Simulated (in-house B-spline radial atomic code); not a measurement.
Ionisation energies along the 17-electron series, configuration [Ne] 3s2 3p5, as differences of self-consistent energies. NIST's values go from ground level to ground level; the uncertainty of those that are theory runs from under 0.1 % in few-electron ions to several per cent in heavy many-electron ones. Computed with a radial B-spline atomic code at the basis-set limit: non-relativistic Hartree-Fock, average of the configuration, point nuclei.

This level leaves out relativity, spin-orbit splitting included, which matters for heavy ions.

| ion | configuration after | ionisation energy (eV) | IE/(q+1)² (eV) | -ε less Coulomb ΔSCF (eV) | tabulated value (eV) | computed minus tabulated (eV) |
| --- | --- | --- | --- | --- | --- | --- |
| V6+ | [Ne] 3s2 3p4 | 150.5 | 3.0715 | 0.90501 | 150.72 | -0.2 |
| Cr7+ | [Ne] 3s2 3p4 | 184.6 | 2.884 | 0.89773 | 184.76 | -0.2 |
| Mn8+ | [Ne] 3s2 3p4 | ? | ? | ? | ? | ? |
| Fe9+ | [Ne] 3s2 3p4 | ? | ? | ? | ? | ? |
| Co10+ | [Ne] 3s2 3p4 | 305.3 | 2.523 | 0.88573 | 305.32 | 0.0 |
| Ni11+ | [Ne] 3s2 3p4 | 351.7 | 2.4421 | 0.88369 | 351.6 | 0.1 |
| Cu12+ | [Ne] 3s2 3p4 | 401.1 | 2.3733 | 0.88224 | 401 | 0.1 |
| Zn13+ | [Ne] 3s2 3p4 | 453.6 | 2.3141 | 0.88125 | 453.4 | 0.2 |
| Ga14+ | [Ne] 3s2 3p4 | 509.1 | 2.2627 | 0.88061 | 508.8 | 0.3 |
| Ge15+ | [Ne] 3s2 3p4 | 567.7 | 2.2175 | 0.88023 | 567.3 | 0.4 |
| As16+ | [Ne] 3s2 3p4 | 629.3 | 2.1775 | 0.88007 | 628.8 | 0.5 |
| Se17+ | [Ne] 3s2 3p4 | 694.0 | 2.1418 | 0.88007 | 693.4 | 0.6 |
| Br18+ | [Ne] 3s2 3p4 | 761.6 | 2.1098 | 0.8802 | 761 | 0.6 |
| Kr19+ | [Ne] 3s2 3p4 | 832.4 | 2.0809 | 0.88043 | 831.6 | 0.8 |
| Rb20+ | [Ne] 3s2 3p4 | 906.1 | 2.0547 | 0.88074 | 905.3 | 0.8 |
| Sr21+ | [Ne] 3s2 3p4 | 982.9 | 2.0309 | 0.88111 | 982.1 | 0.8 |
| Zr23+ | [Ne] 3s2 3p4 | 1145.6 | 1.989 | 0.88197 | 1144.7 | 0.9 |
| Nb24+ | [Ne] 3s2 3p4 | 1231.5 | 1.9705 | 0.88245 | 1230.6 | 0.9 |
| Mo25+ | [Ne] 3s2 3p4 | ? | ? | ? | ? | ? |
| Tc26+ | [Ne] 3s2 3p4 | 1412.4 | 1.9375 | 0.88346 | 1411.6 | 0.8 |
| Ru27+ | [Ne] 3s2 3p4 | 1507.4 | 1.9227 | 0.88397 | 1506.7 | 0.7 |

(1) Fill in the row of Mn8+.

(2) Fill in the row of Fe9+.

(3) Fill in the row of Mo25+.

(4) How far is this level of theory from the measured and semi-empirical values?

## Answers

(1) ionisation energy (eV): 221.7; IE/(q+1)² (eV): 2.7375; -ε less Coulomb ΔSCF (eV): 0.89243; tabulated value (eV): 221.89; computed minus tabulated (eV): -0.2.

(2) ionisation energy (eV): 262.0; IE/(q+1)² (eV): 2.6198; -ε less Coulomb ΔSCF (eV): 0.88855; tabulated value (eV): 262.1; computed minus tabulated (eV): -0.1.

(3) ionisation energy (eV): 1320.5; IE/(q+1)² (eV): 1.9533; -ε less Coulomb ΔSCF (eV): 0.88295; tabulated value (eV): 1319.6; computed minus tabulated (eV): 0.9.

(4) Over those 21 rows the differences run from -0.216 to +0.941 eV (mean absolute value 0.48 eV). The calculation leaves out relativity, correlation and, in open shells, the multiplet splittings that an average leaves out.
